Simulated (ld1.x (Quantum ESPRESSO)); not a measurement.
## Ta, PAW: configuration errors across variants

```json
{
 "Element": "tantalum (Ta)",
 "Generator": "ld1.x (Quantum ESPRESSO) 7.5",
 "Type": "PAW",
 "Functional": "PBEsol",
 "Relativity": "scalar-relativistic",
 "Frozen core": "[Xe]",
 "Valence charge": "19",
 "Reference configuration": "4f13.5 5d3.5 6s2 6p0",
 "Partial waves": "6s (bound): rcut 2.10, rcutus 2.85 bohr; 6s channel at 3.2 Ry: rcut 2.10, rcutus 2.85 bohr; 6p (bound, empty): rcut 3.30, rcutus 4.20 bohr; 6p channel at 2.3 Ry: rcut 3.30, rcutus 4.20 bohr; 5d (bound): rcut 1.55, rcutus 1.75 bohr; 5d channel at 0.15 Ry: rcut 1.55, rcutus 1.75 bohr; 4f (bound): rcut 1.10, rcutus 1.15 bohr; 4f channel at -1.4 Ry: rcut 1.10, rcutus 1.15 bohr",
 "Local potential": "all-electron potential smoothed inside 1.05 bohr (lloc = -1)",
 "Core correction": "Bessel-smoothed model core inside 0.60 bohr",
 "Augmentation charge": "PSQ, inside the norm-conserving radii"
}
```

All-electron excitation energies from the reference (eV): (1) 4f14 5d3 6s2 6p0 -11.485; (2) 4f14 5d3 6s1 6p0 -2.980; (3) 4f14 5d3 6s0 6p0 11.996; (4) 4f14 5d2 6s2 6p0 -3.761; (5) 4f14 5d4 6s0 6p0 -1.558; (6) 4f14 5d4 6s1 6p0 -9.389.

The overlap operator is not positive definite (basis up to 400 Ry) in “base”, “waves 6s (bound): rcut 2.10, rcutus 3.44 bohr; 6s channel at 3.2 Ry: rcut 2.10, rcutus 3.44 bohr”, “waves 5d (bound): rcut 1.46, rcutus 1.54 bohr; 5d channel at 0.15 Ry: rcut 1.46, rcutus 1.54 bohr”, “core correction Bessel-smoothed model core inside 1.44 bohr”, “wave 6p channel at 2.3 Ry: rcut 3.30, rcutus 4.20 bohr becomes 6p channel at 0.38 Ry: rcut 3.30, rcutus 4.20 bohr”. Such files are unfit for use, however small their errors in these radial tests.

Tests that are not counted but printed errors over 1 eV. “base”: 4f13 5d4 6s2 6p0 (solver errors, printed error -13.2 eV). “waves 5d (bound): rcut 1.46, rcutus 1.54 bohr; 5d channel at 0.15 Ry: rcut 1.46, rcutus 1.54 bohr”: 4f13 5d4 6s2 6p0 (solver errors, printed error -9.8 eV). “core correction Bessel-smoothed model core inside 1.44 bohr”: 4f13 5d4 6s2 6p0 (solver errors, printed error -4658 eV). “wave 6p channel at 2.3 Ry: rcut 3.30, rcutus 4.20 bohr becomes 6p channel at 0.38 Ry: rcut 3.30, rcutus 4.20 bohr”: 4f13 5d4 6s2 6p0 (solver errors, printed error -13.2 eV).

3 further variants failed, have other tests or too few solved ones, and are left out.

Errors AE − PS in meV (a dash: test not solved or not reliable):

```tsv
change	(1)	(2)	(3)	(4)	(5)	(6)	bound ghosts
base	-221	-227	-227	-134	-353	-317	not determined (overlap not positive)
waves 6s (bound): rcut 2.10, rcutus 3.44 bohr; 6s channel at 3.2 Ry: rcut 2.10, rcutus 3.44 bohr	-258	-255	-224	-161	-350	-344	not determined (overlap not positive)
waves 5d (bound): rcut 1.46, rcutus 1.54 bohr; 5d channel at 0.15 Ry: rcut 1.46, rcutus 1.54 bohr	-222	-229	-229	-134	-355	-319	not determined (overlap not positive)
core correction Bessel-smoothed model core inside 1.44 bohr	-220	-227	-227	-133	-353	-317	not determined (overlap not positive)
wave 6p channel at 2.3 Ry: rcut 3.30, rcutus 4.20 bohr becomes 6p channel at 0.38 Ry: rcut 3.30, rcutus 4.20 bohr	-221	-227	-227	-134	-353	-317	not determined (overlap not positive)
```

(1) Give the same row for: local potential all-electron potential smoothed inside 4.02 bohr (lloc = -1).

## Answers

(1) -556, -579, -584, -464, -731, -672; bound ghosts: none.
